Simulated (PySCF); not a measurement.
Computed structure and properties of [Er(OH)4]−

System: [Er(OH)4]− (singlet in the valence; each metal's 4f electrons, 11 of them, lie in its core potential, out of spins and levels; a saddle point, relaxed within its symmetry); start: displaced along the imaginary mode (C1). Method: PySCF 2.14.0, RKS PBE, Er lcecp-1-SVP with ECP57, O def2-SVP, H def2-SVP; non-relativistic Hamiltonian with scalar-relativistic core potentials where named; density fitting; no spin-orbit coupling.

Input of the relaxation:

```python
mol = gto.M(atom='''
Er     0.01014    -0.00360     0.00008
O      1.12978     1.34054     1.20233
H      2.06386     1.62017     1.26408
O     -1.19047    -1.29698     1.19602
H     -2.16490    -1.36468     1.12372
O      1.30524    -1.16967    -1.20606
H      1.39654    -2.13815    -1.42630
O     -1.33166     1.15029    -1.19293
H     -1.58319     2.09116    -0.96483''',
    basis={'Er': 'lcecp-1-SVP', 'O': 'def2-SVP', 'H': 'def2-SVP'},
    ecp={'Er': 'lcecp-1-SVP'},
    charge=-1, spin=0)
mf = dft.RKS(mol, xc='PBE')
mf.grids.atom_grid = (50, 194)  # f atoms: unpruned, at least (60, 302)
mf = mf.density_fit()  # fitting sets: Er AutoAux, O def2-universal-JKFIT, H def2-universal-JKFIT
mf.conv_tol = 1e-08; mf.max_cycle = 55
mf.kernel(dm0)  # dm0: converged density of the start geometry
# quasi-Newton relaxation in Cartesian coordinates to a largest gradient under 0.00045 Eh/bohr, steps kept in the point group
```

Run from Python with OMP_NUM_THREADS=2; the lines above give its settings. Where DIIS fails, smearing, a level shift and second-order steps follow.
It took 23 s on 2 threads of Arm Neoverse V2 (shared host), from the converged density of the start.

Course of the relaxation:

| step | energy above end (eV) | largest force component within the symmetry (eV/Å) |
| --- | --- | --- |
| 0 | 0.0416 | 1.258 |
| 1 | 0.0010 | 0.173 |
| 2 | 0.0003 | 0.025 |
| 3 | 0.0002 | 0.017 |
| 4 | 0.0001 | 0.011 |
| 5 | 0.0000 | 0.012 |

Relaxed geometry (C1):

```xyz
9

Er    0.0148   -0.0076    0.0015
O     1.1352    1.3308    1.2084
H     2.0544    1.6340    1.2548
O    -1.1982   -1.2854    1.1982
H    -2.1621   -1.3682    1.1120
O     1.2909   -1.1786   -1.2206
H     1.3972   -2.1217   -1.4155
O    -1.3290    1.1541   -1.1774
H    -1.5679    2.0717   -0.9654
```

```json
{"contact": "Er1–O2 (OH)", "Å": "2.122"}
{"contact": "Er1–O4 (OH)", "Å": "2.130"}
{"contact": "Er1–O6 (OH)", "Å": "2.120"}
{"contact": "Er1–O8 (OH)", "Å": "2.132"}
```

On the finer grid (75, 302):

| Property | Result |
| --- | --- |
| HOMO | -0.85 eV |
| LUMO | 3.37 eV |
| Dipole about the centre of mass | 0.21 D |
| Set of Mulliken populations of Er1 outside the core potential | s 2.27, p 6.56, d 1.63, f 0.07 |
| D3(BJ) dispersion energy (not in the energies) | -0.125 eV |

| atom | Mulliken (e) | Löwdin (e) | spin (e) |
| --- | --- | --- | --- |
| Er1 | 0.47 | 0.06 | 0.00 |
| O2 | -0.50 | -0.32 | 0.00 |
| H3 | 0.13 | 0.05 | 0.00 |
| O4 | -0.51 | -0.32 | 0.00 |
| H5 | 0.14 | 0.06 | 0.00 |
| O6 | -0.51 | -0.32 | 0.00 |
| H7 | 0.14 | 0.05 | 0.00 |
| O8 | -0.51 | -0.32 | 0.00 |
| H9 | 0.14 | 0.06 | 0.00 |

The 4f levels lie in the core potential and are missing. Their spin isn't counted.

On the grid (50, 194), as all that follows. Harmonic modes: 1 unstable, so a saddle point once the symmetry is let go (counted below −25 cm⁻¹); lowest -86 cm⁻¹ (negative: unstable), highest 3810 cm⁻¹, zero-point energy 1.194 eV.

Taking off one OH (charge -1, singlet; the rest: singlet) in vacuum, both parts rigid, costs 6.13 eV; the small basis without counterpoise inflates it.

Rigid scan of OH along the line from its metal, all other atoms held (where the atom bridges, its other bond changes as well):

(distance to O2 (Å), energy (eV)): (1.82, 1.005), (1.92, 0.382), (2.02, 0.082), (2.12, 0.000), (2.22, 0.060), (2.32, 0.210), (2.52, 0.651), (2.82, 1.400), (3.22, 2.284), (3.72, 3.089)

One start shape was tried, so this needn't be the lowest isomer.

An lcecp potential fixes the number of 4f electrons, so in runs with it no electron can move into or out of that shell.
